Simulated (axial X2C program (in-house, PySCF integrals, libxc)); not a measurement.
Bond lengths and stretching modes, held linear, of TeOH⁺

Calculated with an axial X2C code built on PySCF integrals: two-component X2C with atomic mean-field Coulomb and Gaunt terms, Gaussian nuclei, basis Te dyall-v3z, O dyall-av3z, H dyall-v3z with contracted cores. Spin-free rows use the one-electron spin-free X2C Hamiltonian.

Masses Te 129.906, O 15.995, H 1.008 u. States: 2c Ω = 1 (beyond evenly filled blocks: ω = -1/2, ω = 3/2); spin-free M_S = 1, Λ = 0 (beyond evenly filled blocks: π+α, π-α).

MP2, 2c: energies above the lowest point

```tsv
r(Te–O) (Å)	r(O–H) (Å)	E (meV)
1.7843	0.9409	48.01
1.7843	0.9650	32.92
1.7843	0.9891	47.32
1.8300	0.9409	16.52
1.8300	0.9650	0.00
1.8300	0.9891	12.96
1.8300	1.0132	50.84
1.8757	0.9409	64.23
1.8757	0.9650	46.25
1.8757	0.9891	57.80
1.9215	0.9650	154.85
1.9215	1.0132	200.20
```

Fit a quadratic surface with cubic terms in each bond: where is the minimum, and what are the two stretching wavenumbers?

At MP2, 2c: bonds 1.825 and 0.966 Å; harmonic stretches 835.9 and 3821.0 cm⁻¹; force constants 6.23, 8.11 and coupling -0.20 mdyn/Å.

The other levels and Hamiltonians give:

```csv
Hamiltonian,level,r(Te–O) (Å),r(O–H) (Å),lower stretch (cm⁻¹),upper stretch (cm⁻¹)
2c,PBE0,1.828,0.964,825.0,3840.0
2c,HF,1.803,0.946,886.5,4063.4
2c,BHandHLYP,1.819,0.956,847.3,3920.0
spin-free,PBE0,1.826,0.964,831.5,3843.7
spin-free,HF,1.802,0.945,889.6,4065.2
spin-free,BHandHLYP,1.817,0.956,853.5,3923.3
spin-free,MP2,1.823,0.965,841.0,3823.9
```

Each state is one determinant, the lowest of a limited PBE0 search; the stretches come from a fit to these few points and carry an uncertainty of a few per cent. Other orders of the atoms were not compared. MP2 freezes inner shells (threshold -2 hartree). The molecule was held linear; bending was not examined, so a bent shape may lie lower. Open-shell Ω = 0 determinants with evenly filled partner blocks cannot be reached by this program, so the Ω shown need not be the lowest component. Note: several unpaired electrons, one determinant need not be a pure state.
